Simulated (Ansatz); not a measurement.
```yaml
crystal:
  periodic: [false, false, false]
  atoms:
    - {symbol: C, position_ang: [1.251605, -1.398387, -2.381835]}
    - {symbol: C, position_ang: [1.339691, -0.653875, -1.061226]}
    - {symbol: Sb, position_ang: [-0.243916, 0.811492, -0.814431]}
    - {symbol: Si, position_ang: [-2.058661, -1.023281, -0.803076]}
    - {symbol: N, position_ang: [-0.142955, 0.788711, 1.258137]}
    - {symbol: C, position_ang: [-1.229394, 1.509939, 1.884413]}
    - {symbol: C, position_ang: [1.132663, 1.241545, 1.767505]}
    - {symbol: H, position_ang: [0.336128, -1.991773, -2.452623]}
    - {symbol: H, position_ang: [2.093375, -2.086325, -2.503268]}
    - {symbol: H, position_ang: [1.265978, -0.716907, -3.236936]}
    - {symbol: H, position_ang: [2.286686, -0.115231, -0.982582]}
    - {symbol: H, position_ang: [1.260061, -1.328300, -0.205844]}
    - {symbol: H, position_ang: [-2.493293, -1.346461, -2.190963]}
    - {symbol: H, position_ang: [-3.257507, -0.571828, -0.045275]}
    - {symbol: H, position_ang: [-1.524190, -2.260189, -0.170075]}
    - {symbol: H, position_ang: [-1.213052, 1.327412, 2.966260]}
    - {symbol: H, position_ang: [-1.186041, 2.603563, 1.738360]}
    - {symbol: H, position_ang: [-2.193683, 1.157967, 1.508646]}
    - {symbol: H, position_ang: [1.951930, 0.670375, 1.324787]}
    - {symbol: H, position_ang: [1.170193, 1.077239, 2.851846]}
    - {symbol: H, position_ang: [1.329882, 2.315017, 1.595184]}
basis:
  gaussian: {orbitals: x2c-TZVPPall}
magnetization: {spin_polarized: true, initial_magnetization: 1}
hamiltonian: {xc: {name: B3LYP5}}
```

```sh
$ ansatz run in.yaml --threads 4 --pin off --events-out ev --progress --plain --max-ram 63488MiB --backend cuda --devices 0, --max-vram 37GiB
```

Shortened log:

```
Error: a molecule whose nuclei and cores have a total charge of 110 cannot have a net charge of 0 together with 1 unpaired electrons
```

Problem. Something in this input is off. What?

Solution. The number of unpaired electrons doesn't fit the electron count. The program refused the input.

B3LYP here is the variant with VWN-RPA as its local correlation; programs differ in this.
